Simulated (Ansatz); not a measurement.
**Which isomer of ClHOSeSi gives these data?**

These gas-phase data were calculated for one isomer of ClHOSeSi at r2SCAN-D4/def2-SVP (harmonic, unscaled wavenumbers; equilibrium rotational constants with average atomic masses):

- rotational constants: 5.288, 1.377, 1.092 GHz
- all wavenumbers above 1500 cm⁻¹: 3839
- dipole moment: 3.01 D (PBE0/def2-TZVPD)

Candidates:

(1) `O[Si](Cl)=[Se]`, a singlet
(2) `O=[Si](Cl)[SeH]`, a singlet

Question: Which candidate do the data belong to?

Answer: Candidate (1). The band at 3839 cm⁻¹ lies where the O–H stretch is expected; (2) has no mode between 3300 and 4000 cm⁻¹.

The same quantities for all candidates:

```
     rotational constants (GHz)  wavenumbers above 1500 cm⁻¹  dipole (D)  E above the lowest, r2SCAN-D4/def2-SVP (kcal/mol)
(1)         5.288, 1.377, 1.092                         3839        3.01                                                0.0
(2)          4.199, 1.566, 1.14                         2432        3.49                                               20.1
```

Each candidate is one conformer. Programs: Ansatz 0.2.0.
